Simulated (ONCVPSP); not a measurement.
# Ni (Z = 28), ONCV: configuration errors across variants

```
Element                 : Ni (Z = 28)
Generator               : ONCVPSP 4.0.1
Type                    : optimised norm-conserving Vanderbilt (ONCV)
Functional              : PBE
Relativity              : fully relativistic
Frozen core             : [Ne]
Valence charge          : 18
Reference configuration : 3s2 3p6 3d8 4s1.75 (charge +0.25)
Partial waves           : 3s+4s: rc 1.50 bohr, ncon 3, nbas 7, qcut 8.9 1/bohr, 2 projectors; 3p: rc 1.05 bohr, ncon 4, nbas 7, qcut 15 1/bohr, 2 projectors, debl 1.1 Ha; 3d: rc 1.40 bohr, ncon 4, nbas 9, qcut 12.9 1/bohr, 2 projectors, debl 3.9 Ha
Local potential         : polynomial inside 0.70 bohr (lpopt 3, dvloc0 2 Ha)
Core correction         : none
```

Open shells are filled in proportion to 2j + 1.

In the p channel the program set the typed energies aside and used -2.674, 0.250 Ha (j = l + 1/2; the other j can differ).

All-electron excitation energies from the reference (eV): (1) 3s2 3p6 3d8 4s2 -1.632; (2) 3s2 3p6 3d8 4s1 7.692; (3) 3s2 3p6 3d8 4s0 25.043; (4) 3s2 3p6 3d9 4s1 -3.229.

Errors AE − PS in meV (a dash: test not solved or not reliable):

```csv
change,(1),(2),(3),(4),bound ghosts,GHOST(+) flags above zero
base,0.0,+0.9,+5.4,+9.6,none,none
"local potential polynomial inside 0.70 bohr (lpopt 3, dvloc0 -2.5 Ha)",0.0,+0.9,+5.4,+9.7,none,none
"local potential polynomial inside 0.70 bohr (lpopt 3, dvloc0 -0.5 Ha)",0.0,+0.9,+5.4,+9.6,none,none
"local potential polynomial inside 0.70 bohr (lpopt 3, dvloc0 2.5 Ha)",0.0,+0.9,+5.4,+9.6,none,none
"local potential polynomial inside 0.70 bohr (lpopt 3, dvloc0 4.5 Ha)",0.0,+0.9,+5.4,+9.5,none,none
"local potential polynomial inside 0.70 bohr (lpopt 3, dvloc0 6 Ha)",0.0,+0.9,+5.4,+9.5,none,none
```

(1) Give the same row for: local potential polynomial inside 0.70 bohr (lpopt 3, dvloc0 9 Ha).

Results:

(1) 0.0, +0.8, +5.4, +9.5; bound ghosts: none; GHOST(+) flags above zero: none.
